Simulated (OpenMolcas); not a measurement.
A calculation on Xe3+.

```
Program             : OpenMolcas 26.06
Method              : CASSCF
Basis               : ANO-RCC-VQZP [8s7p5d3f2g]
Scalar Hamiltonian  : DKH2, point nucleus
Active space        : 5 electrons in 4 orbitals (5s 5p)
State averaging     : 2S+1 = 4 odd, 1 root; 2S+1 = 2 odd, 11 roots; 2S+1 = 4 even, 3 roots; 2S+1 = 2 even, 9 roots
Spin-orbit coupling : state interaction with AMFI integrals over the reference wave functions, term energies averaged over their components
```

(1) Which level of the active space comes out lowest?

(2) How high does 5s 5p⁴ ⁴P_1/2 lie?

(3) How high does 5s² 5p³ ²P°_1/2 lie?

(4) How high does 5s 5p⁴ ²D_3/2 lie?

(5) The level at 36681 cm⁻¹ has J = 3/2. What is it made of, and what is its g factor?

Measured values: Saloman, J. Phys. Chem. Ref. Data 33, 765 (2004).

## Answers

(1) 5s² 5p³ ⁴S°_3/2, with 91 % of that term; it is also the measured ground level.

(2) 112790 cm⁻¹ above the lowest level; measured 109254 cm⁻¹ above the ground level, so the calculation is off by +3 %.

(3) 30022 cm⁻¹ above the lowest level; measured 28036 cm⁻¹ above the ground level, so the calculation is off by +7 %.

(4) 143497 cm⁻¹ above the lowest level; measured 121929 cm⁻¹ above the ground level, so the calculation is off by +18 %.

(5) 72 % 5s² 5p³ ²P°_3/2, 24 % 5s² 5p³ ²D°, 4 % 5s² 5p³ ⁴S°; g = 1.229, against 1.334 from Landé's formula for the pure leading term.

Terms of s pⁿ other than that of highest spin mix with s² pⁿ⁻² d, which this space lacks; all of them can be thousands of cm-1 off, and some have no real level of that name. Computed and measured levels are paired by configuration, term and J; levels that our copy of the source lacks, or whose pairing is in doubt (as where it misses far off the trend of its configuration), stay unpaired and out of the deviations. Levels of configurations outside the active space are missing.

° marks odd parity.
